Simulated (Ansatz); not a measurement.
Harmonic frequencies (cm⁻¹) at PBE0-D4/def2-TZVP from Ansatz: 131, 206, 286, 515, 568, 735, 826, 918, 2289.

(1) Which molecule is it?
A. `[NH2][Al][F]`•
B. `C[O]`•
C. `F[SiH]([S])Cl`•
D. `[O][Si](F)(F)Cl`•

Answers

(1) C.
